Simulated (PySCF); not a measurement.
**Levels of Sm⁴⁹⁺ from EOM-EA-GCCSD**

Reference: closed-shell Sm⁵⁰⁺, [Ne] 3s2; one electron is added. Calculated with PySCF 2.14, two-component X2C-1e with screened spin-orbit coupling, an uncontracted even-tempered set (18 s from 4.6 bohr⁻², ratio 2.6; 14 p from 5.9 bohr⁻², ratio 2.6; 6 d from 6.1 bohr⁻², ratio 2.8; 4 f from 84 bohr⁻², ratio 2.8); frozen 1s2; the 54 highest virtual spinors dropped; of the others 56 kept and the rest restored at second order. No Breit or QED terms. Binding energies in eV.

| level | Koopmans | second order | EOM-CCSD |
| --- | --- | --- | --- |
| 3p1/2 | 4339.3 | 4341.2 | 4340.7 |
| 3p3/2 | 4178.3 | 4180.8 | 4180.9 |
| 3d3/2 | 3999.0 | 4012.7 | 3993.2 |
| 3d5/2 | 3963.4 | near a pole | 3965.8 |

In EOM-CCSD the overlap with the one-orbital guess is low for 3d3/2 (weight 0.82), 3d5/2 (weight 0.89). That can mean mixing with two-particle, one-hole states, where second order and EOM-CCSD lose accuracy, or only a rotation among the degenerate components of the shell; the terms of those configurations are not listed.

For comparison, the ionisation energy of Sm⁴⁹⁺ is 4337 ± 4 eV (theoretical estimate listed by NIST; NIST Atomic Spectra Database, ionization energies).

Only part of the computed levels is shown.
